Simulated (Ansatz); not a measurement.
`F[SiH2]I` + PH₃ → `F[SiH2]P` + HI  (ligand exchange at the Si–I bond)

Program: Ansatz. Geometries: PBE0-D4/def2-TZVP. ΔE: electronic, gas phase. CBS: MP2 limit from def2 TZ/QZ plus the TZ coupled-cluster correction, frozen cores. This one scheme is used for every species. DFT in def2-TZVPP. B3LYP here is the variant with VWN-RPA as its local correlation; programs differ in this. Elements past krypton have def2 core potentials. For I outer-core shells are correlated without core-valence functions, which leaves a few kJ/mol of doubt a bond. Each species was taken in one conformer, which may not be the lowest.

```tsv
level	ΔE (kJ/mol)	difference from CCSD(T)/CBS
LDA (SPW92)	58.9	-10.9
PBE0-D4	64.3	-5.5
B3LYP-D4	66.4	-3.4
CAM-B3LYP-D4	66.2	-3.6
ωB97M-V	68.4	-1.4
B2PLYP	68.9	-0.9
PBE-QIDH	69.0	-0.8
revPBE	62.1	-7.7
BLYP	64.4	-5.4
r2SCAN	66.4	-3.4
r2SCAN0	68.6	-1.2
CAM-B3LYP	66.3	-3.5
LC-ωPBE	63.8	-6.0
CCSD/def2-SVP	65.4	-4.4
CCSD(T)/def2-TZVPP	64.8	-5.0
SCS-MP2/def2-QZVPP	74.5	4.7
CCSD(T)/CBS	69.8	0
```

What do rigid-rotor, harmonic-oscillator terms from PBE0-D4/def2-TZVP frequencies (298.15 K, 1 bar) make of the CCSD(T)/CBS value? (Best estimate.)

Computed: ΔZPE = -5.1 kJ/mol, ΔH = +65.7 kJ/mol, ΔS = -3 J/(mol·K), ΔG = +66.5 kJ/mol.

Largest T1 diagnostic among the species: 0.013.

From PBE to PBE0 (25 % exact exchange), in def2-TZVPP and without D4, ΔE moves by +3.1 kJ/mol. At CCSD(T), def2-SVP lies −5.2 kJ/mol from the extrapolated value and def2-TZVPP −5.0 kJ/mol. In def2-TZVPP, CCSD(T) changes the Hartree–Fock value by −12.3 kJ/mol (the triples alone add −1.0 kJ/mol) and MP2 by −4.2 kJ/mol.
